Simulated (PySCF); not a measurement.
## Potential energy of CdO along the bond

Set-up: Cd def2-TZVPP with ECP28, O def2-TZVPP; scalar-relativistic core potentials (PySCF 2.14). Energies in eV from Cd + O in their ground configurations at the same level. State: ³Π (triplet), unpaired electrons σ ↑, π ↑.

All columns are PBE0. A positive dipole means Cd(−)O(+).

```json
{"R (Å)": "1.807", "E (eV)": "-0.304", "μ (D)": "-1.89", "Mulliken charge on Cd (basis-dependent)": "0.45", "HOMO (eV)": "-6.02", "LUMO (eV)": "-3.70", "Mayer bond order": "0.90", "⟨S²⟩": "2.01"}
{"R (Å)": "1.891", "E (eV)": "-0.685", "μ (D)": "-2.18", "Mulliken charge on Cd (basis-dependent)": "0.44", "HOMO (eV)": "-6.14", "LUMO (eV)": "-3.47", "Mayer bond order": "0.86", "⟨S²⟩": "2.01"}
{"R (Å)": "1.975", "E (eV)": "-0.881", "μ (D)": "-2.45", "Mulliken charge on Cd (basis-dependent)": "0.43", "HOMO (eV)": "-6.26", "LUMO (eV)": "-3.27", "Mayer bond order": "0.83", "⟨S²⟩": "2.01"}
{"R (Å)": "2.038", "E (eV)": "-0.945", "μ (D)": "-2.62", "Mulliken charge on Cd (basis-dependent)": "0.42", "HOMO (eV)": "-6.35", "LUMO (eV)": "-3.29", "Mayer bond order": "0.81", "⟨S²⟩": "2.01"}
{"R (Å)": "2.101", "E (eV)": "-0.959", "μ (D)": "-2.77", "Mulliken charge on Cd (basis-dependent)": "0.41", "HOMO (eV)": "-6.43", "LUMO (eV)": "-3.37", "Mayer bond order": "0.79", "⟨S²⟩": "2.01"}
{"R (Å)": "2.164", "E (eV)": "-0.940", "μ (D)": "-2.88", "Mulliken charge on Cd (basis-dependent)": "0.40", "HOMO (eV)": "-6.51", "LUMO (eV)": "-3.45", "Mayer bond order": "0.76", "⟨S²⟩": "2.02"}
{"R (Å)": "2.248", "E (eV)": "-0.879", "μ (D)": "-2.97", "Mulliken charge on Cd (basis-dependent)": "0.38", "HOMO (eV)": "-6.60", "LUMO (eV)": "-3.53", "Mayer bond order": "0.73", "⟨S²⟩": "2.02"}
{"R (Å)": "2.353", "E (eV)": "-0.776", "μ (D)": "-3.00", "Mulliken charge on Cd (basis-dependent)": "0.36", "HOMO (eV)": "-6.70", "LUMO (eV)": "-3.61", "Mayer bond order": "0.68", "⟨S²⟩": "2.02"}
{"R (Å)": "2.479", "E (eV)": "-0.643", "μ (D)": "-2.93", "Mulliken charge on Cd (basis-dependent)": "0.32", "HOMO (eV)": "-6.77", "LUMO (eV)": "-3.67", "Mayer bond order": "0.61", "⟨S²⟩": "2.03"}
{"R (Å)": "2.647", "E (eV)": "-0.482", "μ (D)": "-2.69", "Mulliken charge on Cd (basis-dependent)": "0.26", "HOMO (eV)": "-6.82", "LUMO (eV)": "-3.74", "Mayer bond order": "0.52", "⟨S²⟩": "2.03"}
```

A fit through these points gives, at Re = 2.092 Å, μ = -2.75 D and dμ/dR = -2.12 D/Å; the reduced mass is 14.03 u.

Task: How strong is the fundamental in the double-harmonic approximation, I = 42.26·(dμ/dR)²/μred km/mol?

Result: I = 42.26·(-2.12)²/14.03 = 13.5 km/mol at PBE0.

Spin–orbit coupling is left out. The state is the lowest determinant that a PBE0 search found; another state may lie lower at other levels.
